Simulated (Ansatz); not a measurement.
Coupled-cluster diagnostics for the cluster Li₆N₂⁻, Ansatz.

Geometry of the doublet (PBE-D4/def2-TZVPD):

```xyz
8

Li    2.113   -1.548    1.101
Li   -0.536   -1.152    2.177
Li    0.058   -2.410   -0.734
Li    2.132   -0.016   -1.345
Li   -0.513    0.377   -0.267
Li    1.538    1.241    1.565
N    -1.979    1.448   -1.031
N    -2.813    2.060   -1.466
```

Correlated methods freeze 2 core orbitals; core or outer-core shells of Li are correlated, in sets that lack core-valence functions. In CCSD on the charge -1 doublet the largest single amplitude is 0.21, so its Hartree–Fock determinant may place the open shell otherwise than the density functionals do. Another isomer (doublet) lies 0.55 eV lower at r2SCAN-D4/def2-TZVPD; other spin states weren't run for this one.

Problem. Estimate the CCSD(T) correlation energy, the shares of MP2 and (T), T1 and the reference's ⟨S²⟩ for: charge -1, doublet, own geometry in def2-SVPD; and the rough time on 4 threads of Arm Neoverse V1 on a shared host.

Solution. 
```json
{"state": "charge -1, doublet, own geometry", "basis": "def2-SVPD", "correlation (eV)": "-12.850", "MP2 share (%)": "84.8", "(T) share (%)": "5.6", "T1": "0.087", "⟨S²⟩ (pure)": "2.48 (0.75)", "wall time": "43 s", "remarks": "large T1 (0.087), spin-contaminated (⟨S²⟩ 2.48)"}
```
Customary marks for T1 are 0.02 (closed shells), 0.045 (open shells) and about 0.05 (3d metals). T1 exceeds 0.02 in 1 of 1 rows and 0.045 in 1; the higher it lies, the less the single-reference result can be trusted.
